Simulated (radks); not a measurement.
The numbers below are computed, except where a source is named.
Coulomb parameter of the 4f shell of the ytterbium ion Yb2+ in the model configuration [Xe] 4f13 5d1, as a second difference U = [E(n + 0.5) + E(n - 0.5) - 2 E(n)] / (0.5)^2 with all orbitals relaxed. "Bare": the charge of the atom changes with n. "Screened": the 5d shell takes up the change at fixed total charge, which measures U(4f,4f) + U(5d,5d) - 2 U(4f,5d). Code: a radial shooting solver on a logarithmic mesh with Libxc functionals. Model: Dirac Kohn-Sham, PBE, spin-unpolarised, spherical densities, point nucleus; open shells are shared between the two j in proportion to 2j + 1.

case,configuration,E - E(n) (eV)
start,[Xe] 4f13 5d1,0.000
bare +0.5,[Xe] 4f13.5 5d1,-9.905
bare -0.5,[Xe] 4f12.5 5d1,14.360
screened +0.5,[Xe] 4f13.5 5d0.5,-3.872
screened -0.5,[Xe] 4f12.5 5d1.5,5.194

U(bare) = 17.820 eV, U(screened by 5d) = 5.291 eV.
